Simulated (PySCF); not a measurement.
# Orbital picture of LiPb⁺

UHF at R = 3.091 Å; Li cc-pVDZ, Pb cc-pVDZ-PP with ECP60; scalar-relativistic core potentials (PySCF 2.14). State: ³Π (triplet), unpaired electrons σ ↑, π ↑. Only the outer orbitals are listed, counted within each symmetry, core potentials removing the inner ones.

```
spin  orbital  occ.  ε (eV)  on Li (%)            main shells (%)
   α       1δ     1  -34.38          0                   100 Pb d
   α       2π     1  -34.32          0                   100 Pb d
   α       1δ     1  -34.24          0                   100 Pb d
   α       4σ     1  -34.07          0                   100 Pb d
   α       2π     1  -34.06          0                   100 Pb d
   α       5σ     1  -21.79          4                    96 Pb s
   α       6σ     1  -12.42         32  66 Pb p, 18 Li s, 12 Li p
   α       3π     1  -11.47          4                    96 Pb p
   α       3π     0   -4.84         17           83 Pb p, 16 Li p
   α       7σ     0   -4.01         96           81 Li s, 15 Li p
   α       4π     0   -2.72         98                    98 Li p
   β       1δ     1  -34.27          0                   100 Pb d
   β       2π     1  -34.19          0                   100 Pb d
   β       1δ     1  -34.07          0                   100 Pb d
   β       2π     1  -33.76          0                   100 Pb d
   β       4σ     1  -33.75          0                   100 Pb d
   β       5σ     1  -18.65          2                    98 Pb s
   β       6σ     0   -4.46         72           70 Li s, 28 Pb p
   β       3π     0   -4.11         20           80 Pb p, 20 Li p
   β       3π     0   -3.33         45           55 Pb p, 44 Li p
```

**Question.** Which are the highest filled and the lowest empty level, where do they sit, and how wide is the gap?

**Answer.** Highest filled α 3π at -11.47 eV (in %: 96 Pb p); lowest empty α 3π at -4.84 eV (in %: 83 Pb p, 16 Li p); the gap at UHF is 6.63 eV. Both belong to one degenerate shell, split only by its one-sided filling, so this is no excitation gap.

The bond order (Mayer) is 0.56. The ⟨S²⟩ is 2.011. The charge on Li (Mulliken, basis-dependent) is 0.59, the charge on Li (Löwdin, basis-dependent) is 0.51 and the dipole moment (positive dipole points towards Pb; it is taken about the centre of mass and depends on that origin) is -10.01 D. The polarisability along the bond is 72.6 bohr³ and the polarisability across the bond is 40.4 bohr³.

Spin–orbit coupling is left out, which matters for elements this heavy, above all for dissociation energies. The state is the lowest determinant that a PBE0 search found; another state may lie lower at other levels.
